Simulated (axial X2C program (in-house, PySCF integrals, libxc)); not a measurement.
Worked dissociation energy of VS⁺: PBE0, spin-free

Calculated with an in-house relativistic program for diatomic molecules. Spin-free means the one-electron spin-free X2C Hamiltonian. Basis: V dyall-cv3z [10s10p6d4f2g], S dyall-av3z [9s8p3d2f] (cores contracted in-house); Gaussian nuclei, density fitting, unrestricted open shells. Masses: V 50.944 u, S 31.972 u.

Molecular state: M_S = 1, Λ = 0 (beyond evenly filled blocks: δ+α, δ-α).

| Quantity | Value |
| --- | --- |
| E(V+) (2M_S = 4, M_L = 0) | -948.759117 hartree |
| E(S) (2M_S = 2, M_L = 0) | -399.078167 hartree |
| E(VS⁺) at Re | -1347.960411 hartree |
| ωe | 531.7 cm⁻¹ |
| ωexe | 3.92 cm⁻¹ |

Work out De and D0.

De = -948.759117 + (-399.078167) − (-1347.960411) = 0.12313 hartree = 3.350 eV. The zero-point energy is ωe/2 − ωexe/4 = 265 cm⁻¹ = 0.033 eV, so D0 = 3.318 eV.

One determinant describes the state; a PBE0 search over occupations chose it and may have missed a lower one. De is counted from the lowest determinant-based energies of the atoms at the same level, without counterpoise correction. Other states lie close and PBE0, whose exact exchange favours high spin, may order them wrongly; the determinant shown need not be the ground state. The nearest other spin-free determinant of the search, M_S = 1, Λ = 2, lies 0.40 eV up at the distance of the search. The determinant is spin-polarised beyond a pure state at some levels (its spin-free form has ⟨S²⟩ too high), which makes Re and μ there less reliable.

Each atomic determinant is the lowest at this level and need not be a pure term. Totals compare only within one Hamiltonian and basis.
